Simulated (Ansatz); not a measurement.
Si₃S₄⁻. The state is a doublet with charge -1. Geometry PBE-D4/def2-SVPD; atoms count from 1.

```xyz
7

Si    0.4478   -1.5025   -0.8640
Si    0.2178    1.5325    1.5670
Si   -0.5945    1.3098   -0.7780
S    -1.3184   -0.7550    0.0339
S    -1.0939    2.5468    2.7369
S     1.0577   -3.3928   -1.0376
S     1.2833    0.2612   -1.6582
```

Another isomer (doublet) lies 0.88 eV lower at PBE0-D4/def2-TZVPD; other spin states weren't run for this one.

**Question.** Estimate the Mulliken populations from the PBE0/def2-TZVPD orbitals of Ansatz.

**Answer.** 
```csv
atom,charge (e),spin (α − β)
Si1,0.80,0.04
Si2,0.14,0.34
Si3,-0.07,0.43
S4,-0.34,-0.01
S5,-0.55,0.20
S6,-0.64,0.02
S7,-0.35,-0.02
```
Mulliken values depend strongly on the basis. With diffuse functions, as here, like atoms can get unlike values, and bond orders can come out too low or too high.

**Question.** Where does the spin sit?

**Answer.** Summed by element: Si 0.81, S 0.19, of 1 unpaired in all. Largest on single atoms: Si3 0.43, Si2 0.34, S5 0.20.

**Question.** And the Mayer bond orders between heavy atoms (over 0.3)?

**Answer.** Si1–S4 1.08 (2.12 Å); Si1–S6 1.71 (1.99 Å); Si1–S7 1.15 (2.11 Å); Si2–Si3 0.78 (2.49 Å); Si2–S5 1.94 (2.03 Å); Si3–S4 0.82 (2.33 Å); Si3–S7 0.84 (2.32 Å).
